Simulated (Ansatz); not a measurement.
Frontier orbitals of `Cl[B-](Cl)(Cl)[SeH2+]`.

Total charge 0; spin multiplicity 1. Correlated methods include outer-core shells of Se, which these sets cover unevenly. Scalar relativity is left out up to krypton. Geometry: relaxed with PBE0-D4/def2-TZVP. It is one conformer, not always the lowest. Basis def2-TZVPP, the Gaussian-basis code of Ansatz.

Orbital energies of one run (eV). Highest occupied ones, from the top: -7.88, -7.94, -8.44, -8.51, -8.95, -9.01, -10.52, -11.40, -11.43, -11.94, -12.95, -14.00, -21.30, -22.29. Empty: -1.40, -1.36, -0.53, 1.38, 1.97, 2.06.

(1) Which functional gave them?
A. CAM-B3LYP
B. HSE06 (plane-wave form)
C. BLYP
D. PBE

Results:

(1) B. HOMO energies: HSE06 -7.88, BLYP -6.76, PBE -6.93, CAM-B3LYP -9.55 eV.
